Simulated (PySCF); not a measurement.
CHO2, SMILES O=C[O-], charge -1. Coordinates come from a PBE0-D3(BJ)/def2-TZVPD optimisation.

Level of theory: PBE0-D3(BJ)/def2-TZVPD run with PySCF.

Harmonic wavenumbers (cm⁻¹): 753, 1052, 1368, 1369, 1698, 2592. Rotational constants (GHz): 108.7, 12.35, 11.09; symmetry number 2.

Question: Work out the zero-point energy and the ideal-gas rigid-rotor harmonic-oscillator thermochemistry at 298.15 K and 1 atm.

Answer: ZPE = ½ Σ hcν = ½ × 8832 cm⁻¹ = 12.63 kcal/mol. H − E(el) = 15.09 kcal/mol. Entropy in cal/(mol K): translation 37.34, rotation 19.23, vibration 0.37, total 56.94. G − E(el) = -1.89 kcal/mol. Cp = 9.28 cal/(mol K).
